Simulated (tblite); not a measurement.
C6H7FN (doublet state).
Atom-mapped SMILES: `[CH2:1]=[CH:2][C:3](=[N:4])[CH2:5]/[CH:6]=[CH:7]/[F:8]` (hydrogens: H9, H10 on C1; H11 on C2; H12, H13 on C5; H14 on C6; H15 on C7)

Structure optimised with GFN2-xTB, isolated species. This method treats the open shell by occupation alone, without spin polarisation.

Problem. List the bond lengths, angles and torsions at this level.

Solution. 
| bond | length (bohr) | order |
| --- | --- | --- |
| C1=C2 | 2.501 | double |
| C2–C3 | 2.790 | single |
| C3=N4 | 2.318 | double |
| C3–C5 | 2.928 | single |
| C5–C6 | 2.801 | single |
| C6=C7 | 2.501 | double |
| C7–F8 | 2.533 | single |
| C1–H9 | 2.036 | single |
| C1–H10 | 2.036 | single |
| C2–H11 | 2.043 | single |
| C5–H12, C5–H13 | 2.059 | single |
| C6–H14 | 2.042 | single |
| C7–H15 | 2.041 | single |

Bonds in one row agree within 0.02 bohr and their mean is given. Orders are formal, as drawn. A selection of angles:
| angle | degrees |
| --- | --- |
| C1–C2–C3 | 126.2 |
| C2–C3–N4 | 124.0 |
| C2–C3–C5 | 116.4 |
| N4–C3–C5 | 119.6 |
| C3–C5–C6 | 109.0 |
| C5–C6–C7 | 122.8 |
| C6–C7–F8 | 121.5 |

Torsions: C1–C2–C3–N4 -164° (antiperiplanar); C2–C3–C5–C6 70° (synclinal); C3–C5–C6–C7 105° (anticlinal); C5–C6–C7–F8 -179° (antiperiplanar). The mirror-image conformer, all signs reversed, is as good.

The 5 C–C bonds span 1.323 Å (C1=C2, drawn double) to 1.549 Å (C3–C5, drawn single), a spread of 0.226 Å. C7 (carbon bonded to C, F and H) is planar (angles 126.3°, 121.5° and 112.3°, sum 360.0°, 0.01 Å off the plane of its three neighbours). C2 (carbon bonded to 2 C and H) is planar (angles 126.2°, 120.7° and 113.1°, sum 360.0°, 0.01 Å off the plane of its three neighbours). Of the pairs four or more bonds apart, H10···H12 is among the closest relative to their van der Waals radii: 2.16 Å, 90 % of the sum of Bondi's values. C6 (carbon bonded to 2 C and H) is planar (angles 122.8°, 119.2° and 117.9°, sum 359.9°, 0.02 Å off the plane of its three neighbours). C1 (carbon bonded to C and 2 H) is planar (angles 123.8°, 120.5° and 115.6°, sum 360.0°, 0.00 Å off the plane of its three neighbours). C3 (carbon bonded to 2 C and N) is planar (angles 124.0°, 119.6° and 116.4°, sum 360.0°, 0.00 Å off the plane of its three neighbours).

Point group: C1 (no symmetry element, even within 0.4 Å). Its GFN2-xTB frequencies are all real (lowest 52 cm⁻¹).

All values are computed, not measured.
